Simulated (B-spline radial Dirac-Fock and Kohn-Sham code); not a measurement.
# The L3 (2p3/2) hole of palladium ions: width and yield against charge

Model: one-electron (LDA, Dirac) transition rates at Dirac-Fock energies. Program: a radial atomic solver. Tabulated ground configurations, configuration averages; single configurations, so decays that open only by mixing (as 1s 2s² with 1s 2p² in Be-like ions) are missing and such tiny yields are far too low.

```
 ion  configuration  radiative (eV)  non-radiative (eV)   yield
  Pd      [Kr] 4d10           0.109                1.96  0.0526
 Pd⁺       [Kr] 4d9           0.109                1.96  0.0526
Pd²⁺       [Kr] 4d8           0.109                1.96  0.0525
Pd³⁺       [Kr] 4d7           0.108                1.95  0.0524
Pd⁴⁺       [Kr] 4d6           0.108                1.95  0.0523
Pd⁵⁺       [Kr] 4d5           0.107                1.94  0.0523
Pd⁶⁺       [Kr] 4d4           0.106                1.93  0.0522
Pd⁷⁺       [Kr] 4d3           0.106                1.92  0.0521
```

Values without a named source are computed, but for edge energies of neutral atoms, which are taken from tables.
